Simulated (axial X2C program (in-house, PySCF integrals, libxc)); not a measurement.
**What spin–orbit coupling does to HfO⁺**

Computed with an in-house relativistic program for diatomic molecules. Spin-free means the one-electron spin-free X2C Hamiltonian; two-component (2c) means X2C with spin–orbit coupling and atomic mean-field two-electron Coulomb and Gaunt terms, so the difference of the two also holds small scalar two-electron terms. Basis: Hf dyall-cv3z [13s14p9d7f4g], O dyall-av3z [7s6p3d2f] (cores contracted in-house); Gaussian nuclei, density fitting, unrestricted open shells. Masses: Hf 179.947 u, O 15.995 u.

Spin-free state: M_S = 1/2, Λ = 0 (beyond evenly filled blocks: σα); fragments Hf+ + O.

| level | Re (Å) | ωe (cm⁻¹) | De (eV) | μ (D) |
| --- | --- | --- | --- | --- |
| PBE0 | 1.683 | 1064.3 | 7.499 | -4.48 |
| PW91 | 1.702 | 1012.2 | 8.295 | -4.16 |

Dipoles are positive if O is the positive end and refer to the centre of mass.

Two-component determinant lowest at the distance of the search:

Ω = 1/2 (⟨Sz⟩ = 0.50, ⟨Lz⟩ = 0.00 at PBE0); fragments Hf+ + O.

```tsv
level	Re (Å)	ωe (cm⁻¹)	μ (D)
PBE0	1.682	1064.7	-4.45
PW91	1.701	1012.0	-4.13
```

Question: From the two tables, how do the constants change at the PBE0 level (2c against spin-free)?

Answer: At the PBE0 level Re falls by 0.001 Å and ωe increases by 0.4 cm⁻¹.

Occupations by symmetry block were frozen at the best pattern of an incomplete PBE0 search. De is counted from the lowest determinant-based energies of the atoms at the same level, without counterpoise correction. De is not given where an atomic determinant may have missed its ground term or J level, or where the truncated virtual space spoils (T). Density functionals use the spin component along the axis (collinear). The functionals have no current-density term, which raises determinants with orbital currents, atoms included.
